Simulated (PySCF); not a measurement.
A calculated (LDA, PySCF 2.14, aug-cc-pwCVTZ, no relativity, point nucleus) atom or ion has these occupied shells.

| shell | electrons | orbital energy (eV) | rms radius, mean of both spins (bohr) |
| --- | --- | --- | --- |
| 1s α | 1 | -2081.9 | 0.121 |
| 1s β | 1 | -2081.7 | 0.121 |
| 2s α | 1 | -184.20 | 0.572 |
| 2s β | 1 | -183.96 | 0.572 |
| 2p α | 3 | -136.55 | 0.545 |
| 2p β | 3 | -136.20 | 0.545 |
| 3s β | 1 | -22.768 | 1.95 |
| 3p α | 3 | -15.569 | 2.27 |

(1) Name the element and its charge.

Answers

(1) P⁺ (phosphorus, charge +1), in [Ne] 3s1 3p3, 3s spin antiparallel (an excited configuration).
